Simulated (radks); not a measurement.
Task: These are the eigenvalues of the occupied orbitals of an atom or ion with whole-number occupations (eV). All-electron calculation, scalar-relativistic Kohn-Sham, exchange-only LDA, spin-polarised, spherical densities, point nucleus. Program: a radial shooting solver on a logarithmic mesh with Libxc functionals.

orbital  eigenvalue
1s up     -9481.444
1s down   -9466.731
2s up     -2040.576
2s down   -2016.497
2p up     -1947.665

Which element is it, and in what charge state? The configuration may be excited. Open shells, if any, are filled with parallel spins first.

Result: Z = 28, nickel, charge +22: Ni22+ in [He] 2s2 2p2. The list shows which subshells hold electrons but not how many an open one holds; the 1s level, -348.44 hartree, gives Z - s = 26.4 by -(Z - s)^2/2, which with screening and relativity narrows Z to a few neighbours, and the depths of the outer levels then fix element, charge and occupations together.
